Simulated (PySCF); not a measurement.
PySCF input for CH10FNSi3, SMILES C[Si@H](N[SiH3])[SiH2]F, SMD-ωB97X/def2-SVP. Geometry optimised at B3LYP-D3(BJ)/def2-SVP. The structure was generated by enumeration; whether it is a known compound was not checked. The values are those of a single conformer.

```python
import numpy as np
from pyscf import gto, scf, dft
from pyscf.solvent import smd

mol = gto.M(
    atom='''
    C    -1.66386616    1.98289008   -0.67948179
    Si   -0.49437811    1.03470046    0.45554762
    N     1.15927263    0.99500329   -0.11584285
    Si    1.94006750   -0.19574878   -1.12566077
    Si   -1.22973808   -1.19693362    0.67764145
    F     0.10086406   -2.12137849    0.94954705
    H    -1.33203661    3.02739430   -0.79810496
    H    -2.68931292    1.99549295   -0.27304491
    H    -1.69646880    1.52048727   -1.67915306
    H    -0.49523619    1.69289228    1.79883153
    H     1.75461827    1.74470116    0.23108702
    H     2.69411927    0.46877704   -2.23188651
    H     0.85812746   -1.03601819   -1.71075523
    H     2.90217984   -1.06618009   -0.38918474
    H    -2.15428046   -1.38450585    1.83475786
    H    -1.90451618   -1.72125065   -0.54607571
    ''',
    basis='def2-SVP',
    charge=0,
    spin=0,
    max_memory=1600,
    verbose=3,
)
mf = dft.RKS(mol, xc='wb97x').density_fit(auxbasis='def2-universal-jkfit')
mf.grids.level = 3
mf.conv_tol = 1e-9
mf.max_cycle = 100
mf.kernel()
res = {}
for name in ['water', 'cyclohexanone', 'toluene']:
    s = mf.SMD()
    s.with_solvent.solvent, s.with_solvent.sasa_ng = name, 194
    s.kernel(mf.make_rdm1())
    res[name] = (s.e_tot, s.with_solvent.get_cds(), s.dip_moment(), s.mo_energy, s.converged)
    print(f'SMD {name}: dG(solv) = {(s.e_tot - mf.e_tot) * 627.509474:.3f} kcal/mol, of which CDS {res[name][1] * 627.509474:.3f}')
```

It prints:

```
converged SCF energy = -1066.81026407425
converged SCF energy = -1066.80780116722
Dipole moment(X, Y, Z, Debye): -1.05593,  2.80563, -0.35858
SMD water: dG(solv) = 1.545 kcal/mol, of which CDS 5.779
converged SCF energy = -1066.81401205131
Dipole moment(X, Y, Z, Debye): -1.02430,  2.74879, -0.34690
SMD cyclohexanone: dG(solv) = -2.352 kcal/mol, of which CDS 1.506
converged SCF energy = -1066.81335990552
Dipole moment(X, Y, Z, Debye): -0.87642,  2.44913, -0.29949
SMD toluene: dG(solv) = -1.943 kcal/mol, of which CDS -0.047
```

Self-consistency was reached.
